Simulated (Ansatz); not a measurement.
Reaction (cleavage of the Si–B bond): `B[SiH](F)F` + `C=C[SiH2]O` → `C=C[SiH2]O[SiH](F)F` + BH₃

Computed with Ansatz on PBE0-D4/def2-TZVP structures; ΔE is electronic, products minus reactants. CCSD(T)/CBS adds triple-zeta CCSD(T) − MP2 to the extrapolated MP2 energy (def2 sets, frozen cores). This one scheme is used for every species. DFT in def2-TZVPP. B3LYP here is the variant with VWN-RPA as its local correlation; programs differ in this. Each species was taken in one conformer, which may not be the lowest.

Problem. Is it downhill or uphill in electronic energy at CCSD(T)/CBS, and by how much? (Best estimate.)

Solution. Ansatz gave: Downhill: ΔE = -1.80 eV.

Problem. What do these levels give: r2SCAN-D4, B3LYP-D4, ωB97X-V, ωB97M-V, PBE, r2SCAN, B3LYP, HF/def2-TZVPP, MP2/def2-TZVPP, CCSD/def2-TZVPP, HF/def2-QZVPP, SCS-MP2/def2-QZVPP? (An estimate is asked.)

Solution. Computed: r2SCAN-D4 -1.77, B3LYP-D4 -1.81, ωB97X-V -1.74, ωB97M-V -1.80, PBE -1.49, r2SCAN -1.74, B3LYP -1.72, HF/def2-TZVPP -1.98, MP2/def2-TZVPP -1.87, CCSD/def2-TZVPP -1.82, HF/def2-QZVPP -2.01, SCS-MP2/def2-QZVPP -1.88 eV.

Largest T1 diagnostic among the species: 0.012.

The D4 term adds −0.09 eV with B3LYP and −0.06 eV with PBE0; it sums over pairs of atoms, weighted by their polarisabilities, and B3LYP, whose exchange is more repulsive, gets the larger term. In def2-TZVPP, CCSD(T) changes the Hartree–Fock value by +0.18 eV (the triples alone add +0.02 eV) and MP2 by +0.11 eV.
